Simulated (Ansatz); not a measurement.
Ansatz (a program for electronic structure) input (HF/STO-3G):

Ansatz 0.2 input:
```yaml
crystal:
  periodic: [false, false, false]
  atoms:
    - {symbol: C, position_ang: [2.20953200, 0.44407100, 0.27924700]}
    - {symbol: Si, position_ang: [0.83028300, -0.77653100, -0.13866800]}
    - {symbol: B, position_ang: [-0.98839900, 0.13118700, -0.03974800]}
    - {symbol: O, position_ang: [-1.15906800, 1.45339400, 0.28895500]}
    - {symbol: O, position_ang: [-2.10598000, -0.59695500, -0.31101100]}
    - {symbol: H, position_ang: [2.21815200, 1.28439000, -0.41934500]}
    - {symbol: H, position_ang: [3.18941300, -0.03331100, 0.22896700]}
    - {symbol: H, position_ang: [2.09085400, 0.84309700, 1.28966000]}
    - {symbol: H, position_ang: [1.05869700, -1.32305300, -1.50183800]}
    - {symbol: H, position_ang: [0.88654300, -1.91984300, 0.80936400]}
    - {symbol: H, position_ang: [-0.34322100, 1.92711100, 0.47204600]}
    - {symbol: H, position_ang: [-2.91921700, -0.07883300, -0.23779900]}
basis:
  gaussian:
    orbitals: STO-3G
hamiltonian:
  xc: {name: HF}
relax: {f_tol: 0.003, max_steps: 120}
```

From the output:

```
integrals: 0.00 GiB planned
518 factors; integrals over basis functions are off by at most 2.1e-5 eV
mean field: 0.07 GiB planned
mean field evaluation 16: about -13585.6460 eV, gradient 2.6e-5 eV
mean field -13585.64603960 eV, -499.2632832735 hartree, gradient 2.6e-5 eV, S^2 0.000000; 0 other end points of the search recorded, 0 dependent functions left out
the calculation of the forces begins
reference -13585.64603960 eV, -499.2632832735 hartree; 24, 24 occupied and 12, 12 virtual orbitals, 518 factors
relax step   2: F+E_penalty+E_count = -13585.64603960 eV  Δ(F+E_penalty+E_count) = -1.884e-1 eV  max|allowed force component| = 3.614e-1 eV/Å  Δτ_max = 0.0758 Å  (24 SCF iters, accepted)
these checks for a lower state are left out or cut short: starts, cluster_reference, orbital_swaps, neighbouring_geometries, increment
integrals: 0.00 GiB planned
518 factors; integrals over basis functions are off by at most 2.1e-5 eV
mean field: 0.07 GiB planned
mean field -13585.65187276 eV, -499.2634976385 hartree, gradient 2.6e-5 eV, S^2 0.000000; 0 other end points of the search recorded, 0 dependent functions left out
the calculation of the forces begins
reference -13585.65187276 eV, -499.2634976385 hartree; 24, 24 occupied and 12, 12 virtual orbitals, 518 factors
relax step   3: F+E_penalty+E_count = -13585.65187276 eV  Δ(F+E_penalty+E_count) = -5.833e-3 eV  max|allowed force component| = 1.170e-1 eV/Å  Δτ_max = 0.0195 Å  (25 SCF iters, accepted)
these checks for a lower state are left out or cut short: starts, cluster_reference, orbital_swaps, neighbouring_geometries, increment
integrals: 0.00 GiB planned
518 factors; integrals over basis functions are off by at most 2.1e-5 eV
mean field: 0.07 GiB planned
mean field evaluation 32: about -13585.6531 eV, gradient 2.6e-5 eV
mean field -13585.65305676 eV, -499.2635411496 hartree, gradient 2.6e-5 eV, S^2 0.000000; 0 other end points of the search recorded, 0 dependent functions left out
the calculation of the forces begins
reference -13585.65305676 eV, -499.2635411496 hartree; 24, 24 occupied and 12, 12 virtual orbitals, 518 factors
relax step   4: F+E_penalty+E_count = -13585.65305676 eV  Δ(F+E_penalty+E_count) = -1.184e-3 eV  max|allowed force component| = 7.545e-2 eV/Å  Δτ_max = 0.0099 Å  (26 SCF iters, accepted)
these checks for a lower state are left out or cut short: starts, cluster_reference, orbital_swaps, neighbouring_geometries, increment
integrals: 0.00 GiB planned
518 factors; integrals over basis functions are off by at most 2.1e-5 eV
mean field: 0.07 GiB planned
mean field -13585.65334741 eV, -499.2635518307 hartree, gradient 2.6e-5 eV, S^2 0.000000; 0 other end points of the search recorded, 0 dependent functions left out
the calculation of the forces begins
reference -13585.65334741 eV, -499.2635518307 hartree; 24, 24 occupied and 12, 12 virtual orbitals, 518 factors
relax step   5: F+E_penalty+E_count = -13585.65334741 eV  Δ(F+E_penalty+E_count) = -2.906e-4 eV  max|allowed force component| = 1.210e-2 eV/Å  Δτ_max = 0.0065 Å  (26 SCF iters, accepted)
these checks for a lower state are left out or cut short: starts, cluster_reference, orbital_swaps, neighbouring_geometries, increment
integrals: 0.00 GiB planned
518 factors; integrals over basis functions are off by at most 2.1e-5 eV
mean field: 0.07 GiB planned
mean field -13585.65336410 eV, -499.2635524442 hartree, gradient 2.6e-5 eV, S^2 0.000000; 0 other end points of the search recorded, 0 dependent functions left out
the calculation of the forces begins
reference -13585.65336410 eV, -499.2635524442 hartree; 24, 24 occupied and 12, 12 virtual orbitals, 518 factors
relax step   6: F+E_penalty+E_count = -13585.65336410 eV  Δ(F+E_penalty+E_count) = -1.669e-5 eV  max|allowed force component| = 1.026e-2 eV/Å  Δτ_max = 0.0025 Å  (26 SCF iters, accepted)
these checks for a lower state are left out or cut short: starts, cluster_reference, orbital_swaps, neighbouring_geometries, increment
integrals: 0.00 GiB planned
518 factors; integrals over basis functions are off by at most 2.1e-5 eV
mean field: 0.07 GiB planned
mean field -13585.65336944 eV, -499.2635526401 hartree, gradient 2.6e-5 eV, S^2 0.000000; 0 other end points of the search recorded, 0 dependent functions left out
the calculation of the forces begins
reference -13585.65336944 eV, -499.2635526401 hartree; 24, 24 occupied and 12, 12 virtual orbitals, 518 factors
relax step   7: F+E_penalty+E_count = -13585.65336944 eV  Δ(F+E_penalty+E_count) = -5.333e-6 eV  max|allowed force component| = 2.400e-3 eV/Å  Δτ_max = 0.0019 Å  (26 SCF iters, accepted)
integrals: 0.00 GiB planned
518 factors; integrals over basis functions are off by at most 2.1e-5 eV
mean field: 0.07 GiB planned
mean field evaluation 64: about -13585.6534 eV, gradient 2.6e-5 eV
mean field -13585.65336944 eV, -499.2635526401 hartree, gradient 2.6e-5 eV, S^2 0.000000; 1 other end points of the search recorded, 0 dependent functions left out
the calculation of the forces begins
reference -13585.65336944 eV, -499.2635526401 hartree; 24, 24 occupied and 12, 12 virtual orbitals, 518 factors
Total energy: -13585.65336944 eV, -499.2635526401 hartree
Atom 0 at     2.193048     0.427234     0.273672 Å, force     0.001211    -0.001465    -0.000288 eV/Å
Atom 1 at     0.812644    -0.763669    -0.136661 Å, force    -0.000382    -0.000280    -0.000101 eV/Å
Atom 2 at    -0.956693     0.120711    -0.040091 Å, force    -0.000297    -0.002400    -0.000642 eV/Å
Atom 3 at    -1.185777     1.425575     0.279782 Å, force     0.002215     0.000042     0.000176 eV/Å
Atom 4 at    -2.062136    -0.615134    -0.312440 Å, force     0.000303     0.001041     0.000292 eV/Å
Atom 5 at     2.216317     1.264651    -0.412378 Å, force    -0.000128     0.000572     0.000323 eV/Å
Atom 6 at     3.159052    -0.057607     0.220432 Å, force    -0.000464     0.000211     0.000020 eV/Å
Atom 7 at     2.090714     0.829234     1.273869 Å, force    -0.000103     0.000661    -0.000022 eV/Å
Atom 8 at     1.045397    -1.281320    -1.443306 Å, force    -0.000352    -0.000028     0.000391 eV/Å
Atom 9 at     0.880016    -1.854631     0.776970 Å, force    -0.000293     0.000177    -0.000401 eV/Å
Atom 10 at    -0.357439     1.914787     0.467805 Å, force    -0.002057     0.001859     0.000327 eV/Å
Atom 11 at    -2.867555    -0.055107    -0.227824 Å, force     0.000345    -0.000391    -0.000075 eV/Å
Dipole moment:     0.033178     0.284547     0.075946 e Å
```

The geometry given is a B3LYP-D3(BJ)/def2-TZVP minimum.
